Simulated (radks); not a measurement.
Values are calculated unless marked as measured or tabulated.
All-electron atom: Ni in [Ar] 3d8 4s2. Code: a radial shooting solver on a logarithmic mesh with Libxc functionals. Model: Dirac Kohn-Sham, BLYP, spin-unpolarised, spherical densities, finite nucleus; open shells fill j = l - 1/2 first; Fermi nuclear charge, rms radius 3.7757 fm.

Unscreened Slater integrals over Kohn-Sham orbitals (cm^-1). Large and small components are both included. Empty in this configuration: 4p1/2.

F0(4s1/2,4s1/2): 70904
F0(4s1/2,3d5/2): 91114
G2(4s1/2,3d5/2): 10744
F0(4s1/2,3d3/2): 91191
G2(4s1/2,3d3/2): 10579
F0(4s1/2,3p3/2): 93274
G1(4s1/2,3p3/2): 4616.9
F0(4s1/2,4p1/2): 54433
G1(4s1/2,4p1/2): 30867
F0(3d5/2,3d5/2): 204480
F2(3d5/2,3d5/2): 91874
F4(3d5/2,3d5/2): 56672
F0(3d5/2,3d3/2): 205220
F2(3d5/2,3d3/2): 92236
G2(3d5/2,3d3/2): 92151
G4(3d5/2,3d3/2): 56851
F0(3d5/2,3p3/2): 226050
F2(3d5/2,3p3/2): 104650
G1(3d5/2,3p3/2): 129330
G3(3d5/2,3p3/2): 77956
F0(3d5/2,4p1/2): 62030
G3(3d5/2,4p1/2): 3388.4
F0(3d3/2,3d3/2): 205970
F2(3d3/2,3d3/2): 92603
F0(3d3/2,3p3/2): 226950
F2(3d3/2,3p3/2): 105130
G1(3d3/2,3p3/2): 129860
G3(3d3/2,3p3/2): 78298
F0(3d3/2,4p1/2): 62057
G1(3d3/2,4p1/2): 4446.6
F0(3p3/2,3p3/2): 253980
F2(3p3/2,3p3/2): 126550
F0(3p3/2,4p1/2): 62767
G2(3p3/2,4p1/2): 1606.3
F0(4p1/2,4p1/2): 45551
